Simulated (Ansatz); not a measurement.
Stepwise reaction of `[NH2][Hf]([OH])([OH])[F]` with hydrogen chloride, as a gas-phase model of exchange steps in deposition or etching. ΔE in kJ/mol; ΔG adds harmonic PBE0-D4 terms to CCSD(T)/CBS, at 1 bar.

Gas-phase electronic energies from Ansatz, PBE0-D4/def2-TZVP geometries. CCSD(T)/CBS adds triple-zeta CCSD(T) − MP2 to the extrapolated MP2 energy (def2 sets, frozen cores). This one scheme is used for every species. DFT in def2-TZVPP. B3LYP here is the variant with VWN-RPA as its local correlation; programs differ in this. def2 core potentials past Kr. For Hf outer-core shells are correlated without core-valence functions, which leaves a few kJ/mol of doubt a bond. One conformer a species, not always the lowest.

```csv
step,reaction,PBE-D4,B3LYP-D4,ωB97M-V,CCSD(T)/CBS,ΔG(500 K)
2,`[NH2][Hf]([OH])([F])[Cl]` + HCl → `[NH2][Hf]([F])([Cl])[Cl]` + H₂O,-29.8,-26.6,-26.5,-30.2,-22.3
```

Give the row of step 1, `[NH2][Hf]([OH])([OH])[F]` + HCl → `[NH2][Hf]([OH])([F])[Cl]` + H₂O. (Estimate.)

The calculation gave: 
| step | reaction | PBE-D4 | B3LYP-D4 | ωB97M-V | CCSD(T)/CBS | ΔG(500 K) |
| --- | --- | --- | --- | --- | --- | --- |
| 1 | `[NH2][Hf]([OH])([OH])[F]` + HCl → `[NH2][Hf]([OH])([F])[Cl]` + H₂O | -42.6 | -39.4 | -39.8 | -41.8 | -27.3 |

By hand: ΔE of the 2 steps together at CCSD(T)/CBS.

(-41.8) + (-30.2) = -72.0 kJ/mol, or -36.0 kJ/mol a step.

In ΔE each step is higher than the one before. All are downhill at CCSD(T)/CBS. ΔG lies between -27.3 and -22.3 kJ/mol a step. PBE-D4 differs from CCSD(T)/CBS by -0.8 to 0.4 kJ/mol a step. Only this route is followed, and other bonds may react first. Isolated molecules leave out the surface, adducts and barriers. Largest T1 diagnostic: 0.015.
